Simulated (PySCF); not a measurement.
# Electron correlation in Os⁺ (osmium, charge +1)

[Xe] 4f14 5d7, high-spin 4F determinant (an excited configuration). All numbers are calculated (PySCF 2.14, a scalar-relativistic core potential, in aug-cc-pVTZ-PP with ECP60MDF (6s6p5d3f2g, 88 functions)). Frozen: 5s2 5p6; 7 electrons correlated.

```
  level  correlation energy (mhartree)
   CCSD                        -158.16
    (T)                          -7.63
CCSD(T)                        -165.79
```

Diagnostics: T1 = 0.0041, D1 = 0.0062, largest double amplitude 0.067.

Spin-orbit coupling, absent here, splits the open shell strongly.

Cost of the coupled-cluster step: of the order of 40 core-seconds, for 7 correlated electrons.

Iterations:

```
CC2 = 0
CCSD nocc = (np.int64(5), np.int64(2)), nmo = (84, 84)
frozen orbitals [[0, 1, 2, 3], [0, 1, 2, 3]]
max_cycle = 100
direct = 0
conv_tol = 1e-08
conv_tol_normt = 1e-06
diis_space = 8
diis_start_cycle = 0
Init t2, MP2 energy = -0.152544680898405
Init E_corr(UCCSD) = -0.152544680898972
cycle = 1  E_corr(UCCSD) = -0.154528003678056  dE = -0.00198332278  norm(t1,t2) = 0.0313082
cycle = 2  E_corr(UCCSD) = -0.155781265221149  dE = -0.00125326154  norm(t1,t2) = 0.0199284
cycle = 3  E_corr(UCCSD) = -0.157366581781086  dE = -0.00158531656  norm(t1,t2) = 0.0152565
cycle = 4  E_corr(UCCSD) = -0.157911034576873  dE = -0.000544452796  norm(t1,t2) = 0.00759003
cycle = 5  E_corr(UCCSD) = -0.158041129028391  dE = -0.000130094452  norm(t1,t2) = 0.00402286
cycle = 6  E_corr(UCCSD) = -0.158147333176809  dE = -0.000106204148  norm(t1,t2) = 0.00175221
cycle = 7  E_corr(UCCSD) = -0.158153762006667  dE = -6.42882986e-06  norm(t1,t2) = 0.000490839
cycle = 8  E_corr(UCCSD) = -0.158154283659733  dE = -5.21653067e-07  norm(t1,t2) = 0.000193802
cycle = 9  E_corr(UCCSD) = -0.158156665237406  dE = -2.38157767e-06  norm(t1,t2) = 5.90343e-05
cycle = 10  E_corr(UCCSD) = -0.158156974573243  dE = -3.09335837e-07  norm(t1,t2) = 2.41453e-05
cycle = 11  E_corr(UCCSD) = -0.158157024297017  dE = -4.97237738e-08  norm(t1,t2) = 9.20015e-06
cycle = 12  E_corr(UCCSD) = -0.158156950669218  dE = 7.36277987e-08  norm(t1,t2) = 3.13132e-06
cycle = 13  E_corr(UCCSD) = -0.158156979060324  dE = -2.83911058e-08  norm(t1,t2) = 9.90888e-07
cycle = 14  E_corr(UCCSD) = -0.158157004724425  dE = -2.56641013e-08  norm(t1,t2) = 4.08702e-07
cycle = 15  E_corr(UCCSD) = -0.158157014871472  dE = -1.01470471e-08  norm(t1,t2) = 1.68556e-07
cycle = 16  E_corr(UCCSD) = -0.158157017209205  dE = -2.33773251e-09  norm(t1,t2) = 1.0159e-07
UCCSD converged
E(UCCSD) = -89.92374080762272  E_corr = -0.1581570172092047
UCCSD(T) correction = -0.00763060470586
```
